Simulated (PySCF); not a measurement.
Species: C₅H₁₂Si.
Bonds: C1–C2, C2–C3, C3–C4, C4–Si5, Si5–C6, C3–C6. Hydrogens: H7, H8, H9 on C1; H10, H11 on C2; H12 on C3; H13, H14 on C4; H15, H16 on Si5; H17, H18 on C6.

Structure optimised with GFN2-xTB, isolated species.

Entries marked ? are missing. Bonds in one row agree within 0.01 Å.

```
         coordinate    value
              C1–C2        ?
              C2–C3        ?
       C3–C4, C3–C6        ?
     C4–Si5, Si5–C6        ?
C1–H7, C1–H8, C1–H9  1.088 Å
     C2–H10, C2–H11  1.094 Å
             C3–H12  1.093 Å
     C4–H13, C6–H18  1.088 Å
     C4–H14, C6–H17  1.089 Å
            Si5–H15  1.463 Å
            Si5–H16  1.463 Å
           C1–C2–C3   112.6°
           C2–C3–C4        ?
           C2–C3–C6        ?
           C4–C3–C6        ?
          C3–C4–Si5    91.2°
          C4–Si5–C6        ?
```

Q: Estimate the withheld lengths and angles.

A: 
- C1–C2 = 1.525 Å, drawn single (methyl carbon to chain CH2 carbon); equal to the sum of covalent radii, 1.52 Å.
- C2–C3 = 1.523 Å, drawn single (chain CH2 carbon to four-membered-ring carbon); equal to the sum of covalent radii, 1.52 Å.
- C3–C4, C3–C6 = 1.546 Å, drawn single (four-membered-ring carbon to sp3 carbon bound to silicon); 0.03 Å above the sum of covalent radii, 1.52 Å.
- C4–Si5, Si5–C6 = 1.909 Å, drawn single (sp3 carbon bound to silicon to SiH2 silicon); 0.04 Å above the sum of covalent radii, 1.87 Å.
- C2–C3–C4 = 113.9°, at the four-membered-ring carbon; the outer atoms are 2.573 Å apart.
- C2–C3–C6 = 114.9°, at the four-membered-ring carbon; the outer atoms are 2.587 Å apart.
- C4–C3–C6 = 99.4°, at the four-membered-ring carbon, inside a 4-membered ring; the outer atoms are 2.358 Å apart.
- C4–Si5–C6 = 76.3°, at the SiH2 silicon, inside a 4-membered ring; the outer atoms are 2.358 Å apart.

Radii are Cordero's, carbon taken as 0.76, 0.73 or 0.69 Å for four, three, and two or fewer neighbours.

Stationary, but not proved a minimum. One conformer, not necessarily the lowest (C1–C2–C3–C4 177°, C2–C3–C4–Si5 135°, C3–C4–Si5–C6 -10°, C4–Si5–C6–C3 10°, C2–C3–C6–Si5 -134°).

The numbers are calculated, not measured.
